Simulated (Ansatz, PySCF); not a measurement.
The PySCF input:
```python
from pyscf import gto, scf, dft

mol = gto.Mole()
mol.atom = '''
    Si   -0.00000000   -0.00000000   -1.67392232
    Br    0.00000000    0.00000000    0.66956893
'''
mol.basis = 'aug-cc-pvdz'
mol.spin = 1
mol.verbose = 3
mol.build()

mf = dft.UKS(mol)
mf.xc = 'b3lyp'
mf.grids.atom_grid = (99, 590)
mf.grids.prune = None
mf.kernel()
```

Problem. Write the same job for Ansatz (a program for electronic structure).

Solution. One answer among several that fit: 
Ansatz 0.2 input:
```yaml
crystal:
  periodic: [false, false, false]
  atoms:
    - {symbol: Si, position_ang: [-0.00000000, -0.00000000, -1.67392232]}
    - {symbol: Br, position_ang: [0.00000000, 0.00000000, 0.66956893]}
basis:
  gaussian:
    orbitals: aug-cc-pVDZ
hamiltonian:
  xc: b3lyp
magnetization: {spin_polarized: true, initial_magnetization: 1}
accuracy: high
```

Both were run: PySCF gave -2863.641615 Eh and Ansatz -2863.641615 Eh, 0.000 mEh apart.
